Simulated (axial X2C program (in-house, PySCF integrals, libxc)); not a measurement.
Nuclear properties of LuH⁺

Calculated with an axial X2C code built on PySCF integrals: two-component X2C with atomic mean-field Coulomb and Gaunt terms, Gaussian nuclei, basis Lu dyall-cv3z, H dyall-v3z with contracted cores.

R = 1.837 Å (near the PBE0 minimum at charge 1 of the determinant lowest at the starting distance; the state shown can have its own minimum elsewhere).

Input and command:
```json
{"zs": [71, 1], "q": 1, "bas": ["dyall-cv3z", "dyall-v3z"], "r0": 1.94, "levels": ["PBE0", "HF", "BHandHLYP", "BP86", "LDA"], "nst": 3}
```
```bash
python soeom.py task.json out
```

Keys: zs atomic numbers; q charge; bas basis sets; r0 starting distance in Å; levels methods; nst determinants followed.

Determinant lowest in the PBE0 search, Ω = 1/2 (⟨Sz⟩ = 0.50, ⟨Lz⟩ = 0.00 at PBE0), spin on the atoms Lu 0.46, H 0.04:

| level | Eeff magnitude (GV/cm) | Ws magnitude Lu (kHz) | A∥/gI Lu (MHz) | qzz Lu (a.u.) | A∥/gI H (MHz) | qzz H (a.u.) |
| --- | --- | --- | --- | --- | --- | --- |
| PBE0 | 27.2 | 47.7 | 9470 | -4.80 | 23.7 | 0.07 |
| HF | 36.1 | 63.7 | 9780 | -5.74 | 23.1 | 0.08 |
| BHandHLYP | 31 | 54.5 | 9700 | -5.03 | 31 | 0.07 |
| BP86 | 25.3 | 44.3 | 9330 | -4.60 | 27.1 | 0.06 |
| LDA | 26.2 | 45.9 | 9250 | -4.66 | 27.7 | 0.06 |

Determinant 1.26 eV from it at PBE0 and this distance, Ω = 3/2 (⟨Sz⟩ = -0.47, ⟨Lz⟩ = 1.97 at PBE0), spin on the atoms Lu -0.48, H 0.01:

```tsv
level	Eeff magnitude (GV/cm)	Ws magnitude Lu (kHz)	A∥/gI Lu (MHz)	qzz Lu (a.u.)	A∥/gI H (MHz)	qzz H (a.u.)
PBE0	0.24	0.0902	596	-0.74	4.15	0.08
HF	1.74	0.895	609	-0.97	3.77	0.09
BHandHLYP	1.59	0.748	679	-0.88	1.65	0.08
BP86	0.346	0.219	453	-0.70	5.35	0.08
LDA	0.146	0.11	452	-0.74	5.34	0.07
```

Eeff is the effective electric field on the electron electric dipole moment in this Ω state and Ws the scalar–pseudoscalar constant of the nucleus named (defined with the proton number Z and per Ω); A∥ (defined per Ω) follows by multiplying with gI = μI/(I μN); qzz is the electric field gradient, eQq0 = 234.96 MHz × Q/barn × qzz. The operators were transformed with the bare-nucleus X2C matrices; with these basis sets, hyperfine constants and field gradients can be off by tens of per cent, and where levels differ in sign neither size nor sign is settled.

Task: With gI(175Lu) = 0.6378, Q(175Lu) = 3.49 barn, gI(1H) = 5.5857 (g factors from the IAEA table of nuclear moments by Stone; Q from Pyykkö, Mol. Phys. 2018), turn the PBE0 values of the first state into constants in MHz.

Result: A∥(175Lu) = 9470 × 0.6378 = 6040 MHz; eQq0(175Lu) = 234.96 × (3.49) × (-4.80) = -3940 MHz; A∥(1H) = 23.7 × 5.5857 = 132 MHz.

Each state is one determinant with collinear spin. Unrestricted Hartree–Fock can overshoot spin polarisation at the nuclei. In the state Ω = 3/2 the sign of Eeff differs between levels (BP86, LDA against PBE0). Where Eeff spreads by more than a factor of two the levels disagree and none is to be relied on. The search compared states at one distance, so a state with another bond length can lie lower. The sign of Ws at Lu differs between levels in the second state. Further determinants of the search, some of them spin-mixed, are not shown. PBE0 term energies can be off by some tenths of an eV.
